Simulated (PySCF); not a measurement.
**What settings do to a single point of Ce(SH)4**

The sound run of Ce(SH)4 (singlet) uses PySCF 2.14.0, RKS PBE, Ce lcecp-2-SVP with ECP46, S def2-SVP, H def2-SVP; non-relativistic Hamiltonian with scalar-relativistic core potentials where named; density fitting; no spin-orbit coupling, grid (50, 194), threshold 1e-8 Eh and 55 cycles, at the relaxed geometry:

```xyz
9

Ce    0.0000    0.0000    0.0000
S     1.6394    1.3395    1.5207
H     2.7366    1.0129    0.7731
S    -1.6394   -1.3395    1.5207
H    -2.7366   -1.0129    0.7731
S     1.3395   -1.6394   -1.5208
H     1.0131   -2.7367   -0.7730
S    -1.3395    1.6394   -1.5208
H    -1.0131    2.7367   -0.7730
```

There Ce1 has a Mulliken charge of 0.74 e and the dipole about the centre of mass is 0.00 D. Each run below changes one thing and starts from free metal ions and neutral atoms unless it says otherwise; with 55 cycles, smearing, a level shift and second-order steps follow where DIIS fails, and their cycles count. Energy shifts count from the sound run. On f atoms grids over 110 angular points are at least (60, 302).

| change | outcome | cycles | energy shift (eV) | largest force component (eV/Å) | charge on Ce1 (e) | dipole about the centre of mass (D) |
| --- | --- | --- | --- | --- | --- | --- |
| start from a density of up to 30 smeared cycles (not counted) | converged | 7 | 0.0000 | 0.01 | 0.74 | 0.00 |
| cycle limit 5 | not converged | 5 | – | – | – | – |

Task: One further run converged with energy shift (eV) 2.60, largest force component (eV/Å) 2.61, charge on Ce1 (e) 0.77, dipole about the centre of mass (D) 0.00. Which change was it?
A. threshold 0.001
B. spin (2S) set to 8, limit 73 cycles
C. all coordinates × 1.12

Result: C.

Task: And the other changes listed?

Result: 
| change | outcome | cycles | energy shift (eV) | largest force component (eV/Å) | charge on Ce1 (e) | dipole about the centre of mass (D) |
| --- | --- | --- | --- | --- | --- | --- |
| threshold 0.001 | converged | 6 | 0.0161 | 0.03 | 0.81 | 0.00 |
| spin (2S) set to 8, limit 73 cycles | converged | 25 | 16.96 | 2.31 | -0.69 | 0.39 |

Unsound on purpose, so not properties of the compound: spin (2S) set to 8, limit 73 cycles.

Forces carry noise of the integration grid, about 0.01 to 0.03 eV/Å.

No frequency check is given that shows the relaxed geometry to be a minimum.
